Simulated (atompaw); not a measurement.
Before and after: PAW (atompaw) potential for Sc (Z = 21)

```json
{"Element": "scandium", "Generator": "atompaw 4.2.0.5", "Type": "PAW", "Functional": "PBE", "Relativity": "scalar-relativistic", "Frozen core": "[Ar]", "Valence charge": "3", "Reference configuration": "3d1 4s1.5 4p0.5", "Partial waves": "4s (bound): rc 3.00 bohr; 4s channel at 0.05 Ry: rc 3.00 bohr; 4p (bound): rc 3.00 bohr; 4p channel at 1.25 Ry: rc 3.00 bohr; 3d (bound): rc 3.00 bohr; 3d channel at 0.65 Ry: rc 3.00 bohr", "Local potential": "troulliermartins scheme with l = 3 at 0.5 Ry, radius 2.15 bohr", "Core correction": "smooth core density matched at 2.30 bohr", "Augmentation charge": "besselshape compensation charge, radius 2.80 bohr; PAW radius 3.00 bohr; waves and projectors: custom rrkj gramschmidtortho"}
```

Change: local potential bessel scheme, radius 2.15 bohr.

Cutoffs: the cutoffs (Ry, on a coarse ladder) from which the occupation-weighted sum of valence levels, in a spherical-Bessel basis at the reference potential, stays within 10 and 1 mRy of its value at 400 Ry; they do not see the model core or the augmentation charge, which bear on the density cutoff.

**Question.** What does the change do?

**Answer.** Both files are very soft, the changed one slightly softer (loose and tight cutoff 10 and 10 Ry → 8 and 10 Ry on this coarse ladder); the bound ghost in s disappears; the range in which the s phases agree narrows (upper end 3.2 → 2.1); the range in which the p phases agree widens (upper end 0.8 → 2.4). A state that the projectors do not describe sees the local part alone, so a deeper or shallower local part can create or remove a ghost.

```tsv
quantity	base	changed
cutoff, loose	10 Ry	8 Ry
cutoff, tight	10 Ry	10 Ry
loose cutoff by channel (10 mRy a level)	s 6 Ry, p 6 Ry, d 10 Ry	s 6 Ry, p 6 Ry, d 8 Ry
bound ghosts	s	none
s: phases at 3.01 bohr within 0.05 rad from the reference energy up to (Ry; the scan ends near 5)	3.2	2.1
p: phases at 3.01 bohr within 0.05 rad from the reference energy up to (Ry; the scan ends near 5)	0.8	2.4
d: phases at 3.01 bohr within 0.05 rad from the reference energy up to (Ry; the scan ends near 5)	4.6	1.2
lowest overlap eigenvalue by channel	s 0.30, p 0.58, d 0.86	s 0.42, p 0.62, d 0.91
```

 A true bound ghost makes a file unfit for plane-wave use even where its test errors are small: the radial tests pick states by their node count and pass the ghost by. The cutoffs see the waves, projectors and local potential, not the compensation charge or the core.
